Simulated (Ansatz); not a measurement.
Consider the ligand exchange at the Si–O bond: `C[SiH2]O[SiH3]` + `[OH][Cd][O][SiH3]` → `[SiH3][O][Cd][O][SiH3]` + `C[SiH2]O`.

Computed with Ansatz on PBE0-D4/def2-TZVP structures; ΔE is electronic, products minus reactants. CBS: MP2 limit from def2 TZ/QZ plus the TZ coupled-cluster correction, frozen cores. This one scheme is used for every species. def2 core potentials past Kr. For Cd outer-core shells are correlated without core-valence functions, which leaves a few kJ/mol of doubt a bond. One conformer a species, not always the lowest.

```csv
species,MP2/def2-TZVPP energy (Eh)
`C[SiH2]O[SiH3]`,-696.09866
`[OH][Cd][O][SiH3]`,-609.30594
`[SiH3][O][Cd][O][SiH3]`,-899.57819
`C[SiH2]O`,-405.82701
```

Task: Work out ΔE.

Result: ΔE = (-899.57819) + (-405.82701) − (-696.09866) − (-609.30594) = -0.00060 Eh = -1.6 kJ/mol. CCSD(T)/CBS gives +1.9 kJ/mol.

Largest T1 diagnostic among the species: 0.016.

Leaving LDA and LC-ωPBE aside and taking each functional with its dispersion term where it has one, the values, not all of them listed here, spread over 8.5 kJ/mol, from PBE-QIDH to BLYP-D4. At CCSD(T), def2-SVP lies −8.1 kJ/mol from the extrapolated value and def2-TZVPP −3.6 kJ/mol. From BLYP to BHLYP (50 % exact exchange), in def2-TZVPP and without D4, ΔE moves by −4.8 kJ/mol.
